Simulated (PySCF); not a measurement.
C₃H₂F₃, SMILES C(C(F)(F)F)=[CH], multiplicity 2. Coordinates come from a PBE0-D3(BJ)/def2-SVP optimisation. The isomer is the one that the SMILES or the coordinates give; other isomers of the formula were not compared.

All values below come from PBE0-D3(BJ)/def2-SVP in PySCF 2.14.0.

Harmonic wavenumbers (cm⁻¹): 93, 251, 339, 439, 538, 561, 626, 721, 785, 876, 904, 1172, 1230, 1300, 1339, 1736, 3124, 3300. Rotational constants (GHz): 5.564, 3.041, 2.986; symmetry number 1.

Q: Work out the zero-point energy and the ideal-gas rigid-rotor harmonic-oscillator thermochemistry at 298.15 K and 1 atm.

A: ZPE = ½ Σ hcν = ½ × 19335 cm⁻¹ = 115.65 kJ/mol. H − E(el) = 132.82 kJ/mol. Entropy in J/(mol K): translation 165.55, rotation 109.86, vibration 40.97, spin 5.76, total 322.13. G − E(el) = 36.77 kJ/mol. Cp = 88.36 J/(mol K). Modes under 150 cm⁻¹ make the vibrational entropy uncertain.
